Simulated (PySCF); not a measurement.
## How methods differ on the ionisation energy of W

W [Xe] 4f14 5d4 6s2 (5D) → W⁺ [Xe] 4f14 5d4 6s1 (6D), as a difference of total energies. Calculation: PySCF 2.14, in def2-TZVP with the def2 core potential (60 electrons) (6s4p3d1f, 40 functions); a scalar-relativistic core potential. Correlated levels: valence: 5s2 5p6 frozen. The calculations carry no spin-orbit coupling.

```csv
method,ionisation energy (eV)
UHF,5.875
BP86,7.721
r2SCAN,7.064
MP2 (valence),6.966
SCS-MP2 (valence),7.181
```

Task: How much does correlation contribute at MP2 (valence)?

Result: 6.966 − (5.875) = 1.091 eV, measured against UHF.

Errors of the correlated levels include the incompleteness of this basis and the frozen core.

MP2 underrates the near-degeneracy of ns² with np² in the lower species.

For comparison: 7.825 eV (measured; NIST levels, between the centres of gravity of the two terms).
